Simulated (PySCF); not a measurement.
Species: 2-bromophenetole, C₈H₉BrO.
Bonds: C1–C2, C2–O3, O3–C4, C4–C5 (aromatic), C5–C6 (aromatic), C6–C7 (aromatic), C7–C8 (aromatic), C8–C9 (aromatic), C9–Br10, C4–C9 (aromatic). Hydrogens: H11, H12, H13 on C1; H14, H15 on C2; H16 on C5; H17 on C6; H18 on C7; H19 on C8.

Method: PySCF 2.14.0, PBE0-D3(BJ)/def2-SVP geometry optimisation, gas phase; density fitting, grid level 2; the optimiser is geomeTRIC in internal coordinates, started from a GFN2-xTB structure.

Step 0: E = -80500.0263 eV
```
atom  x, y, z in Å  |  force x, y, z in eV/Å
C1      2.3554   -0.1905   -0.8297   -0.348  -0.302   0.648
C2      1.8091   -0.7337    0.4865   -0.067   0.035  -0.591
O3      0.6098   -1.4587    0.3105   -0.259   0.454  -0.027
C4     -0.5498   -0.8099    0.0571    0.530  -0.536   0.116
C5     -0.7608    0.5639    0.1151    0.174  -0.062   0.067
C6     -2.0146    1.0916   -0.1474   -0.044   0.005  -0.022
C7     -3.0768    0.2701   -0.4751   -0.026   0.066   0.000
C8     -2.8873   -1.1009   -0.5375    0.026   0.045   0.014
C9     -1.6394   -1.6234   -0.2723    0.214  -0.834  -0.029
Br10   -1.3500   -3.4981   -0.3483   -0.167   0.202  -0.028
H11     2.4979   -1.0080   -1.5321    0.076  -0.304  -0.298
H12     1.6672    0.5260   -1.2727   -0.206   0.297  -0.206
H13     3.3103    0.2977   -0.6573    0.424   0.240   0.031
H14     1.6712    0.0713    1.2187   -0.019   0.143   0.229
H15     2.5042   -1.4656    0.9062    0.144  -0.068   0.162
H16     0.0458    1.2315    0.3735    0.382   0.254   0.101
H17    -2.1541    2.1607   -0.0965   -0.057   0.475   0.028
H18    -4.0490    0.6883   -0.6824   -0.449   0.192  -0.097
H19    -3.7007   -1.7621   -0.7923   -0.328  -0.304  -0.099
```

Step 1: E = -80500.0793 eV
```
atom  x, y, z in Å  |  force x, y, z in eV/Å
C1      2.3647   -0.1763   -0.8219    0.021   0.036  -0.100
C2      1.8032   -0.7057    0.4786    0.021  -0.054   0.134
O3      0.6219   -1.4595    0.2979    0.008  -0.089  -0.008
C4     -0.5483   -0.8525    0.0533    0.019   0.075  -0.016
C5     -0.7478    0.5331    0.1126    0.018   0.035   0.007
C6     -1.9996    1.0872   -0.1453    0.010   0.055   0.012
C7     -3.0795    0.2734   -0.4670   -0.065   0.029  -0.014
C8     -2.8979   -1.1064   -0.5272   -0.042  -0.086  -0.016
C9     -1.6504   -1.6667   -0.2727   -0.050   0.063  -0.015
Br10   -1.4416   -3.5342   -0.3772    0.081   0.011   0.028
H11     2.5180   -1.0036   -1.5315    0.004   0.022   0.022
H12     1.6916    0.5547   -1.2954    0.017  -0.022   0.011
H13     3.3348    0.3161   -0.6485   -0.042  -0.021   0.010
H14     1.6394    0.1030    1.2157   -0.009  -0.037  -0.046
H15     2.5102   -1.4132    0.9388   -0.031   0.033  -0.023
H16     0.0844    1.1932    0.3623   -0.019  -0.030  -0.009
H17    -2.1231    2.1723   -0.0948    0.007  -0.031   0.002
H18    -4.0617    0.7041   -0.6752    0.026  -0.017   0.011
H19    -3.7297   -1.7687   -0.7785    0.026   0.026   0.008
```

Q: Estimate the geometry and energy of step 2. (The exact step hangs on the optimiser's Hessian estimate; all steps are aligned on step 1, rigid shifts and turns removed.)

A: E = -80500.0770 eV, largest force 0.199 eV/Å
```
atom  x, y, z in Å  |  force x, y, z in eV/Å
C1      2.3854   -0.1947   -0.8206    0.001   0.003  -0.013
C2      1.8084   -0.7227    0.4758   -0.012   0.022   0.025
O3      0.6144   -1.4518    0.2840    0.043   0.143   0.001
C4     -0.5448   -0.8206    0.0432   -0.149  -0.051  -0.023
C5     -0.7631    0.5622    0.1051    0.154  -0.061   0.030
C6     -2.0267    1.0949   -0.1438   -0.032   0.024  -0.006
C7     -3.1006    0.2689   -0.4608   -0.012   0.021  -0.003
C8     -2.9050   -1.1095   -0.5275    0.120   0.055   0.034
C9     -1.6431   -1.6391   -0.2789   -0.134  -0.140  -0.045
Br10   -1.3878   -3.5012   -0.3721   -0.006  -0.071  -0.007
H11     2.5321   -1.0198   -1.5329    0.005  -0.002   0.005
H12     1.7274    0.5485   -1.2943   -0.008  -0.001   0.007
H13     3.3602    0.2811   -0.6358   -0.001   0.004   0.002
H14     1.6524    0.0840    1.2143   -0.009   0.020  -0.011
H15     2.4997   -1.4435    0.9354    0.000  -0.001  -0.004
H16     0.0600    1.2329    0.3525    0.024   0.014   0.002
H17    -2.1652    2.1770   -0.0883    0.002   0.001   0.001
H18    -4.0888    0.6886   -0.6584    0.002   0.013   0.003
H19    -3.7266   -1.7849   -0.7730    0.012   0.006   0.002
```

The energy changes by +0.0023 eV. The first-order estimate −F·Δx gives -0.0099 eV and the mean of the old and new forces, exact on a quadratic surface, +0.0022 eV. The step makes an angle of 77° with the force vector and moves no atom by more than 0.063 Å. The energy falls at the start of this step and ends higher, so the step passed the lowest point of its straight line.

What follows is the cost of the whole optimisation. The run took 2.4 min on one thread, Arm Neoverse V2 (aarch64), shared host, and the process peaked at 1.1 GiB of memory.
